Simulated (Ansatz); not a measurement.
The cluster ZrO2. The state is a singlet with charge 0. Geometry PBE0-D4/def2-TZVP.

Cartesian coordinates in Å:
```
Zr 0.970 -0.094 0.637
O -0.706 -0.602 -0.077
O -0.264 0.695 -0.559
```

In the def2 sets Zr takes a core potential; there is no spin–orbit coupling. The structure holds 1 bond(s) between oxygen atoms. The restricted singlet is unstable towards broken spin symmetry in Hartree–Fock (as tested in another run); at PBE-D4/def2-TZVP, revPBE-D4/def2-TZVP, BLYP-D4/def2-TZVP, r2SCAN-D4/def2-TZVP and others this wasn't settled. No other spin state of charge 0 was run. Another isomer (singlet) lies 4.28 eV lower at PBE0-D4/def2-TZVP; other spin states weren't run for this one.

Problem. Estimate the orbital energies around the gap (eV) in Ansatz with PBE-D4/def2-TZVP, revPBE-D4/def2-TZVP, BLYP-D4/def2-TZVP, r2SCAN-D4/def2-TZVP, PBE0-D4/def2-TZVP.

Solution. 
| orbital | PBE-D4/def2-TZVP | revPBE-D4/def2-TZVP | BLYP-D4/def2-TZVP | r2SCAN-D4/def2-TZVP | PBE0-D4/def2-TZVP |
| --- | --- | --- | --- | --- | --- |
| HOMO−9 | -33.84 | -33.82 | -33.76 | -34.96 | -36.62 |
| HOMO−8 | -33.42 | -33.37 | -33.37 | -34.45 | -36.15 |
| HOMO−7 | -27.05 | -27.03 | -26.80 | -28.20 | -29.82 |
| HOMO−6 | -21.01 | -21.02 | -20.77 | -22.10 | -23.63 |
| HOMO−5 | -12.14 | -12.06 | -11.89 | -12.37 | -13.37 |
| HOMO−4 | -11.01 | -10.92 | -10.82 | -11.31 | -12.64 |
| HOMO−3 | -10.80 | -10.72 | -10.62 | -11.10 | -12.39 |
| HOMO−2 | -8.43 | -8.37 | -8.28 | -8.68 | -9.85 |
| HOMO−1 | -6.94 | -6.86 | -6.81 | -7.11 | -8.27 |
| HOMO | -4.30 | -4.23 | -4.20 | -4.40 | -5.11 |
| LUMO | -3.81 | -3.70 | -3.71 | -3.55 | -2.80 |
| LUMO+1 | -3.42 | -3.34 | -3.32 | -3.26 | -2.47 |
| LUMO+2 | -3.12 | -3.03 | -3.01 | -2.88 | -2.24 |
| LUMO+3 | -2.65 | -2.56 | -2.56 | -2.44 | -1.95 |
| LUMO+4 | -2.61 | -2.52 | -2.54 | -2.44 | -1.87 |
| LUMO+5 | -1.32 | -1.22 | -1.24 | -0.89 | -0.19 |
